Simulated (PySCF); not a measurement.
A geometry optimisation on `[CH3][Zr]([CH3])([Cl])[Cl]` (ZrMe2Cl2).

Method: PBE0-D3(BJ)/def2-SVP geometry optimisation, gas phase, def2 core potentials past Kr (PySCF 2.14.0). Start geometry: GFN2-xTB. The input is one job of a driver script: a line of settings, then coordinates in Å.

Input:
```
{"job": {"xc": "PBE0", "basis": "def2-SVP", "d3": "d3bj", "grid": 1, "maxiter": 30, "shake": 0.03, "kind": "geom"}, "charge": 0, "multiplicity": 1}
Zr    -0.589530    -0.075180    -0.446450
C     -0.668730    -0.028430     1.749160
H     -1.762220     0.060130     2.072980
H      0.006080     0.832130     2.190820
H     -0.248130    -0.967350     2.145870
C      1.424880     0.029770    -1.208970
H      1.438850    -0.098770    -2.303030
H      2.095640    -0.795070    -0.819990
H      1.959520     0.973370    -0.918290
Cl    -1.778320     1.844390    -1.206760
Cl    -1.779980    -1.860490    -1.224460
```

Output:
```
step   0  E = -1046.67188675  max force = 0.031103
step   1  E = -1046.68059198  max force = 0.005347
step   2  E = -1046.68172798  max force = 0.005142
step   3  E = -1046.68254418  max force = 0.002530
step   4  E = -1046.68266441  max force = 0.002307
step   5  E = -1046.68273273  max force = 0.000924
step   6  E = -1046.68273824  max force = 0.000946
step   7  E = -1046.68275134  max force = 0.000700
step   8  E = -1046.68276181  max force = 0.000563
step   9  E = -1046.68276906  max force = 0.000481
step  10  E = -1046.68277553  max force = 0.000400
optimisation converged
```

Energies in Eh; «max force» is the largest Cartesian gradient component in Eh/bohr.

Problem. Give the first gradient maximum in eV/Å.

Solution. With 1 Eh/bohr = 51.422 eV/Å, 1.599 eV/Å.

Summary of the converged run: final energy -1046.68278 Eh after 10 steps; dipole 1.80 D.

Problem. Where do the atoms end?

Solution. 0.165 Å rms from the input after alignment:
```
atom  x, y, z in Å
Zr1   -0.6930    0.0087   -0.5615
C2    -0.7381   -0.0490    1.6253
H3    -1.7591    0.0535    2.0338
H4    -0.1254    0.7759    2.0339
H5    -0.3178   -1.0026    1.9940
C6     1.4346    0.0154   -1.0471
H7     1.6034   -0.0647   -2.1355
H8     1.9358   -0.8399   -0.5584
H9     1.9113    0.9467   -0.6922
Cl10  -1.5570    2.0722   -1.2801
Cl11  -1.5965   -2.0018   -1.3814
```

Hardware: one thread, Intel Xeon Platinum 8375C at 2.90 GHz (x86_64), on a shared host. Cost: 1.7 min of wall time, 0.48 GiB resident at most.
Labels such as C1 count atoms from 1, the log's own numbers from 0.
